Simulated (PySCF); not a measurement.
# Nuclear quadrupole coupling in alpha-propyl-beta-propiolactone

Compound: alpha-propyl-beta-propiolactone, C6H10O2.
Geometry (GFN2-xTB, Å), atoms numbered from 1 in this order:
```
atom  x, y, z in Å
C1     2.6395   -0.1827   -0.0752
C2     1.2006   -0.6775   -0.1507
C3     0.2206    0.4868   -0.2897
C4    -1.2229    0.0101   -0.3657
C5    -1.9006   -0.4373    0.9408
O6    -2.8498    0.6392    0.8274
C7    -2.2866    1.0984   -0.3187
O8    -2.5813    2.0413   -0.9774
H9     3.3259   -1.0184    0.0349
H10    2.9017    0.3616   -0.9794
H11    2.7701    0.4836    0.7746
H12    0.9620   -1.2477    0.7501
H13    1.0903   -1.3485   -1.0053
H14    0.4443    1.0511   -1.1973
H15    0.3354    1.1655    0.5589
H16   -1.3559   -0.6827   -1.1981
H17   -2.4013   -1.4056    0.9272
H18   -1.3007   -0.3306    1.8452
```

Field gradients from the PBE0/pcSseg-1 density (PySCF, non-relativistic), principal values in atomic units, ordered |Vxx| ≤ |Vyy| ≤ |Vzz|:

```tsv
atom	Vxx	Vyy	Vzz
O6	-0.3900	-1.1780	1.5680
O8	0.5501	0.8768	-1.4269
```

Problem. Find the asymmetry η = (Vxx − Vyy)/Vzz and the couplings χ = eQV/h (234.96 MHz × Q in barn × V in au), with Q(17O) = −0.0256 b.

Solution. 
```
atom                 environment  nucleus     η  χzz (MHz)  χxx (MHz)  χyy (MHz)
  O6  ester single-bonded oxygen      17O  0.50      -9.43       2.35       7.09
  O8       ester carbonyl oxygen      17O  0.23       8.58      -3.31      -5.27
```

The tensor is traceless: Vxx + Vyy + Vzz = 0.

Problem. What is Vzz at O6 in SI units (1 au = 9.71736 × 10²¹ V/m²)?

Solution. 1.5680 au = 15.237 × 10²¹ V/m².

Problem. And the gradient at the other heavy atoms, for which no coupling is worked out here?

Solution. 
```
atom                    environment  Vzz (au)     η
  C1                  methyl carbon     0.058  0.04
  C2               chain CH2 carbon    -0.047  0.85
  C3               chain CH2 carbon     0.088  0.69
  C4  sp3 carbon next to a carbonyl     0.106  0.26
  C5     sp3 carbon bound to oxygen     0.425  0.21
  C7          ester carbonyl carbon    -0.387  0.99
```

Were the hydrogens deuterons (Q(2H) = 0.00286 b), χzz would run from 201 kHz (H18, H17 and H15) to 213 kHz (H9).

Geometry: GFN2-xTB, one conformer, isolated molecule. GFN2-xTB bond lengths can be off by several hundredths of an ångström, more for odd bonds, and the gradients follow them. With so small a basis the couplings can be 20 % off.
